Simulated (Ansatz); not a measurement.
Start from `O[SiH](O)[Si](F)(F)F` and change one atom or group to get `FB(F)[Si](F)(F)F`.

Ansatz, PBE0-D4/def2-TZVP geometries, multiplicity 1. Each molecule was computed in one conformer, which needn't be the lowest.

```tsv
property	`O[SiH](O)[Si](F)(F)F`
size of the dipole moment (B3LYP/def2-TZVPP) / D	4.08
LUMO energy (B3LYP/def2-TZVPP) / eV	-0.75
HOMO energy (PBE0/def2-TZVPP) / eV	-8.62
LUMO energy (PBE0/def2-TZVPP) / eV	-0.52
HOMO energy (PBE/def2-TZVPP) / eV	-7.20
HOMO energy (B3LYP/def2-TZVPP) / eV	-8.43
```

Problem. Give the same properties after the change, and the shifts. (An estimate is asked.)

Solution. The calculation gave: 
```csv
property,`FB(F)[Si](F)(F)F`,shift
size of the dipole moment (B3LYP/def2-TZVPP) / D,0.75,-3.33
LUMO energy (B3LYP/def2-TZVPP) / eV,-2.13,-1.38
HOMO energy (PBE0/def2-TZVPP) / eV,-10.22,-1.60
LUMO energy (PBE0/def2-TZVPP) / eV,-1.90,-1.38
HOMO energy (PBE/def2-TZVPP) / eV,-8.60,-1.40
HOMO energy (B3LYP/def2-TZVPP) / eV,-10.01,-1.58
```

With PBE0 the HOMO falls by 1.60 eV and the LUMO falls by 1.38 eV, so the gap widens by about 0.22 eV. PBE moves the HOMO by -1.40 eV and ωB97M-V by -1.68 eV. Dipoles are sizes alone; their direction can turn.

B3LYP here is the variant with VWN-RPA as its local correlation; programs differ in this.
